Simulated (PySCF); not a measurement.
**Cost of excited-state runs on SMILES CS[C@]1(F)CC[S@@]1=O, C₄H₇FOS₂**

Molfile (atoms numbered from 1):
```
C4H7FOS2
     RDKit          3D

 15 15  0  0  0  0  0  0  0  0999 V2000
    2.3361    1.0011    0.2136 C   0  0  0  0  0  0  0  0  0  0  0  0
    0.8038    1.1048   -0.7533 S   0  0  0  0  0  0  0  0  0  0  0  0
    0.1045   -0.5048   -0.3623 C   0  0  2  0  0  0  0  0  0  0  0  0
    0.9669   -1.5143   -0.6984 F   0  0  0  0  0  0  0  0  0  0  0  0
   -1.3172   -0.6950   -0.8716 C   0  0  0  0  0  0  0  0  0  0  0  0
   -2.0125   -0.2872    0.4208 C   0  0  0  0  0  0  0  0  0  0  0  0
   -0.5026   -0.6675    1.4467 S   0  0  0  0  0  4  0  0  0  0  0  0
   -0.1204    0.5087    2.2128 O   0  0  0  0  0  0  0  0  0  0  0  0
    2.8634    0.0915   -0.0581 H   0  0  0  0  0  0  0  0  0  0  0  0
    2.9241    1.8720   -0.0567 H   0  0  0  0  0  0  0  0  0  0  0  0
    2.0923    1.0204    1.2709 H   0  0  0  0  0  0  0  0  0  0  0  0
   -1.4798   -1.7471   -1.1078 H   0  0  0  0  0  0  0  0  0  0  0  0
   -1.5619   -0.0927   -1.7463 H   0  0  0  0  0  0  0  0  0  0  0  0
   -2.8901   -0.8610    0.7005 H   0  0  0  0  0  0  0  0  0  0  0  0
   -2.2110    0.7791    0.4825 H   0  0  0  0  0  0  0  0  0  0  0  0
  1  2  1  0
  2  3  1  0
  3  4  1  6
  3  5  1  0
  5  6  1  0
  7  6  1  6
  7  8  2  0
  7  3  1  0
  1  9  1  0
  1 10  1  0
  1 11  1  0
  5 12  1  0
  5 13  1  0
  6 14  1  0
  6 15  1  0
M  END
```

PySCF with density fitting, on 1 thread of an Intel Xeon Platinum 8488C, shared host. Command: `OMP_NUM_THREADS=1 python excited_run.py task.json out`

Task: How long does this run take, and how much memory?
- circular dichroism and optical rotation, wB97X-D/aug-cc-pVDZ; 16 states

Result: 
| run | level | basis functions | wall time | peak memory (GiB) |
| --- | --- | --- | --- | --- |
| circular dichroism and optical rotation | wB97X-D/aug-cc-pVDZ | 255 | 2.7 min | 1.1 |

Times from a shared host are rough.
